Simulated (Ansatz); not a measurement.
Input for Ansatz (an electronic-structure program): R-PBE0/def2-TZVPP on Cl3In (SMILES [Cl][In]([Cl])[Cl]). Elements past Kr take the def2 small-core potentials; no spin–orbit coupling.

Ansatz 0.2 input:
```yaml
crystal:
  periodic: [false, false, false]
  atoms:
    - {symbol: In, position_ang: [0.00004090, 0.00000140, -0.00018890]}
    - {symbol: Cl, position_ang: [2.33682135, -0.01000871, -0.00926807]}
    - {symbol: Cl, position_ang: [-1.15979809, 2.02868197, -0.00169223]}
    - {symbol: Cl, position_ang: [-1.17706416, -2.01867467, 0.01124921]}
basis:
  gaussian:
    orbitals: def2-TZVPP
hamiltonian:
  xc: {name: PBE0}
scf: {lower_state_search: off}
```

Program output:

```
WARN ansatz: RAYON_NUM_THREADS=4 ignored (pool sized by the plan → 4); use --threads N
Functional definition: PBE0
these checks for a lower state are left out or cut short: stability, starts, cluster_reference, orbital_swaps, neighbouring_geometries, increment
integrals: 0.13 GiB planned
1456 factors; their error is unknown
mean field: 1.01 GiB planned
mean field evaluation 1: about -42732.9753 eV, gradient 2.7e1 eV
mean field evaluation 2: about -42731.6227 eV, gradient 3.8e1 eV
mean field evaluation 4: about -42734.7657 eV, gradient 7.4e-1 eV
mean field evaluation 8: about -42734.9068 eV, gradient 2.2e-2 eV
mean field -42734.90683827 eV, -1570.4788595461 hartree, gradient 1.3e-6 eV, S^2 0.000000; 0 other end points of the search recorded, 0 dependent functions left out
reference -42734.90687600 eV, -1570.4788609328 hartree; 36, 36 occupied and 140, 140 virtual orbitals, 1456 factors
Total energy: -42734.90687600 eV, -1570.4788609328 hartree
Checks for a lower state left out: stability, starts, cluster_reference, orbital_swaps, neighbouring_geometries, increment
```

Self-consistency was reached.

Cost: around 4 core-seconds (rough).
